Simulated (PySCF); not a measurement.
GeHI, SMILES [GeH][I] (connectivity only; charge and spin as stated), neutral, multiplicity 1. Atoms are numbered in the order given.

```xyz
3

Ge     0.0507     1.5802     0.0000
H     -1.5605     1.6798     0.0000
I     -0.0011    -0.9858     0.0000
```
Charge 0, spin multiplicity 1.

The structure is a stationary point at PBE-D3(BJ)/def2-TZVP. The def2 effective core potentials stand for the cores of I; spin–orbit coupling is left out.

Calculation: HF/def2-TZVPD (PySCF).

The molecule is in vacuum.

**Question.** Estimate the frontier levels, gap, dipole moment and polarisability. (Estimate from the structure and the level; the computed values follow.)

**Answer.** 
highest occupied level: -9.18 eV
lowest empty level: -0.30 eV
orbital gap: 8.88 eV
dipole moment: 2.06 D
quadrupole, principal values (traceless, Buckingham form, about the centre of nuclear charge): -5.03, 2.43, 2.60 D·Å
mean static polarisability: 71.9 bohr³ (10.65 Å³)
polarisability, principal values: 55.6, 62.3, 97.7 bohr³
